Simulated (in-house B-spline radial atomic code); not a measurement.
Results of a calculation; reference values are marked as such.
Softness against transferability: the 3p channel of K

K, [Ar] 4s1, non-relativistic LDA (VWN5), spherical and spin-unpolarised, from a B-spline radial code for spherical atoms (atomic units). The all-electron 3p level is ε = -0.693777 hartree, its outermost node lies just inside 0.46 bohr and its outer maximum at 1.16 bohr.

Troullier-Martins pseudo-orbitals are made for several radii. The cutoffs (hartree) are the plane-wave energies beyond which the orbital holds less than the named kinetic energy per electron. The phase error is the difference, pseudo minus all-electron, of arctan(R P'/P) at R = 1.92 bohr for all radii, half a hartree below and above the level.

```csv
r_c (bohr),V_l(0) (hartree),cutoff for 10 mEh,for 1 mEh,for 0.1 mEh,phase error at ε − 0.5 (mrad),at ε + 0.5 (mrad)
0.87,-23.53,58.3,77.9,170,-1.6,-1.2
1.01,-6.87,8.82,43.4,86.6,-1.1,-0.7
1.16,-3.33,8.82,22,31,-0.8,-0.6
1.31,-3.39,8.65,21.5,30.1,-0.9,-0.6
1.46,-3.89,8.65,13.1,26.2,-1.2,-0.8
1.62,-4.27,8.82,11.7,22.3,-1.8,-1.2
```

(1) Which radius needs the lowest cutoff for 0.1 mEh while both phase errors stay within 1.3 mrad?

(2) What does the larger radius buy, and what does it cost?

Results:

(1) The radii within that limit are 1.01, 1.16, 1.31, 1.46 bohr; of these r_c = 1.46 needs the least, 26.2 hartree, that is 52.4 Ry or 713 eV.

(2) From r_c = 0.87 to 1.62 bohr the cutoff for 1 mEh goes from 77.9 to 11.7 hartree, a factor of 6.66, against 3.47 for a pure 1/r_c² scaling, end to end; step by step it is 77.9, 43.4, 22, 21.5, 13.1, 11.7, and for 0.1 mEh 170, 86.6, 31, 30.1, 26.2, 22.3; the number of plane waves goes as the cutoff to the power 3/2, here a factor of 17.2. The larger of the two phase errors is least at r_c = 1.16 bohr, 0.8 mrad; it is 1.6 at the smallest radius and 1.8 at the largest. These errors test the reference atom alone. Large radii also let the cores of neighbours overlap, which an atom doesn't show.
